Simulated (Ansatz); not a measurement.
Program: Ansatz. Geometries: PBE0-D4/def2-TZVP. ΔE: electronic, gas phase. CBS: MP2 limit from def2 TZ/QZ plus the TZ coupled-cluster correction, frozen cores. This one scheme is used for every species. Functionals use def2-TZVPP. One conformer a species, not always the lowest.

Reaction (substitution at a C–O bond): `COC(C)F` + `C[Si](O)(O)F` → `CO[Si](C)(O)F` + `CC(O)F`

| species | PBE energy (Eh) |
| --- | --- |
| `COC(C)F` | -293.37639 |
| `C[Si](O)(O)F` | -580.77408 |
| `CO[Si](C)(O)F` | -620.02436 |
| `CC(O)F` | -254.12047 |

Task: Work out ΔE.

Result: ΔE = (-620.02436) + (-254.12047) − (-293.37639) − (-580.77408) = 0.00564 Eh = +14.8 kJ/mol. CCSD(T)/CBS gives +15.4 kJ/mol.

Largest T1 diagnostic among the species: 0.011.

In def2-TZVPP, CCSD(T) changes the Hartree–Fock value by +3.4 kJ/mol (the triples alone add +0.7 kJ/mol) and MP2 by +4.5 kJ/mol.
